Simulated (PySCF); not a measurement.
# What a mistake does to a calculation on AlCH6OSi cation

These are calculations, not measurements. They come from PySCF 2.14.0, an open-source quantum chemistry program, on an isolated molecule that a program drew, which may never have been made. The molecule is AlCH6OSi cation (charge +1, singlet), drawn as the SMILES string `[OH][Al+][CH2][SiH3]`.

Each row is a Hartree-Fock (HF) and frozen-core CCSD(T) single point in the cc-pV(D+d)Z basis, meant for a local HF minimum. Run 1 is clean. Each other run has one planted mistake out of seven kinds, and not every kind appears here: one electron removed, one electron added, multiplicity raised by two, geometry at a saddle point, minimal basis STO-3G, one bond length entered in bohr, all coordinates scaled. The reference is restricted for singlets and unrestricted otherwise, and also for a bond in bohr. Adding or removing an electron swaps singlet and doublet. Electrons count all cores. HOMO and LUMO are orbital energies over both spins, the gradient is its largest component, and the lowest frequency (negative if imaginary) is given only where the gradient is small. Bond lengths are over the 9 bonds as drawn. T1 is the CCSD diagnostic: over 0.02 (restricted) or 0.045 (unrestricted) a single reference is doubtful.

Geometry of the clean run:
```xyz
10
AlCH6OSi cation, angstrom
O    -0.2492   -1.3772    3.1036
Al   -0.3494   -0.9308    1.5721
C    -0.4543   -0.4057   -0.2562
Si    1.0464   -0.8203   -1.3963
H    -0.1914   -1.6397    4.0066
H    -0.6238    0.6781   -0.2527
H    -1.3602   -0.8772   -0.6567
H     2.2305   -0.1521   -0.8230
H     1.2231   -2.2851   -1.3733
H     0.7227   -0.3210   -2.7401
```

```
run  electrons  basis functions  <S^2>  HOMO (eV)  LUMO (eV)  gradient (hartree/bohr)  lowest frequency (cm^-1)  mean bond (Å)  longest bond (Å)      T1  HF (hartree)  CCSD(T) (hartree)                          mistake
  1         46              104  0.000     -16.76      -3.78                  2.4e-05                        93         1.4434             1.930  0.0138    -646.89308         -647.42868                         no fault
  2         46              104  0.839     -13.23      -3.86                  9.6e-03                         -         1.5886             2.777  0.0433    -646.77906         -647.30374  one bond length entered in bohr
  3         47              104  0.761      -5.03       1.86                  4.7e-02                         -         1.4434             1.930  0.0190    -647.05423         -647.60813               one electron added
  4         46              104  2.023     -11.43      -8.01                  9.6e-02                         -         1.4434             1.930  0.0258    -646.70549         -647.22520                                ?
```

**Which mistake was planted in run 4, and what did it cost?**

Electrons, basis and geometry are unchanged, and <S^2> is 2.023, beside S(S+1) = 2.00 for a multiplicity of 3. So the mistake is: multiplicity raised by two. Subtracting run 1 and multiplying by 627.51 kcal/mol a hartree, the energy moved by 117.7 kcal/mol in HF and 127.7 kcal/mol in CCSD(T).

